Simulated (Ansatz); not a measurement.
Reaction (redistribution): `CO[SiH](S)Cl` + `[SiH3][O][SbH2]` → `CO[SiH](Cl)O[SiH3]` + `[SH][SbH2]`

Program: Ansatz. Geometries: PBE0-D4/def2-TZVP. ΔE: electronic, gas phase. CBS: MP2 limit from def2 TZ/QZ plus the TZ coupled-cluster correction, frozen cores. Functionals use def2-TZVPP. B3LYP here is the variant with VWN-RPA as its local correlation; programs differ in this. def2 core potentials past Kr. For Sb outer-core shells are correlated without core-valence functions, which leaves a few kJ/mol of doubt a bond. Each species was taken in one conformer, which may not be the lowest.

`CO[SiH](S)Cl`:

Z-matrix (Å, degrees):
```
C
O 1 1.414
H 1 1.090 2 107.8
H 1 1.094 2 111.2 3 -119.5
H 1 1.095 2 111.2 3 119.0
Si 2 1.626 1 124.1 3 175.1
Cl 6 2.039 2 104.7 1 -178.7
S 6 2.124 2 112.9 1 -56.6
H 6 1.479 2 112.6 1 62.3
H 8 1.345 6 93.7 2 -60.5
```

`[SiH3][O][SbH2]`:

Z-matrix (Å, degrees):
```
Si
O 1 1.633
H 1 1.493 2 110.9
H 1 1.488 2 110.7 3 120.0
H 1 1.486 2 109.1 3 -120.1
Sb 2 1.964 1 132.6 3 -18.8
H 6 1.714 2 93.4 1 150.3
H 6 1.716 2 94.6 1 -119.0
```

`CO[SiH](Cl)O[SiH3]`:

```xyz
13

C     1.264   -1.950   -0.782
O     0.308   -1.065   -0.239
Si   -0.231    0.298   -0.932
Cl    1.374    1.476   -1.439
O    -1.166    1.061    0.133
Si   -1.250    1.564    1.697
H     0.918   -2.378   -1.728
H     2.218   -1.443   -0.950
H     1.415   -2.760   -0.067
H    -0.995    0.044   -2.165
H    -1.799    0.472    2.539
H     0.098    1.943    2.188
H    -2.155    2.737    1.745
```

`[SH][SbH2]`:

Cartesian coordinates in Å:
```
S -0.157 -1.150 -0.963
Sb -0.194 0.820 0.453
H -1.321 -0.838 -1.552
H 0.220 -0.032 1.877
H 1.452 1.201 0.185
```

```csv
level,ΔE (kJ/mol),difference from CCSD(T)/CBS
r2SCAN-D4,-110.4,1.0
ωB97X-V,-106.6,4.8
B2PLYP,-111.8,-0.4
PBE,-101.8,9.6
r2SCAN,-110.1,1.3
B3LYP,-113.2,-1.8
HF/def2-TZVPP,-127.5,-16.1
MP2/def2-TZVPP,-111.1,0.3
SCS-MP2/def2-TZVPP,-110.6,0.8
CCSD/def2-TZVPP,-114.5,-3.1
CCSD(T)/def2-TZVPP,-111.3,0.1
HF/def2-QZVPP,-127.2,-15.8
MP2/def2-QZVPP,-111.1,0.3
HF/CBS(def2),-127.2,-15.8
MP2/CBS(def2),-111.3,0.1
CCSD/CBS(def2),-114.6,-3.2
CCSD(T)/CBS,-111.4,0
```

Largest T1 diagnostic among the species: 0.014.

From PBE to PBE0 (25 % exact exchange), in def2-TZVPP and without D4, ΔE moves by −8.0 kJ/mol. In def2-TZVPP, CCSD(T) changes the Hartree–Fock value by +16.2 kJ/mol (the triples alone add +3.2 kJ/mol) and MP2 by +16.3 kJ/mol.
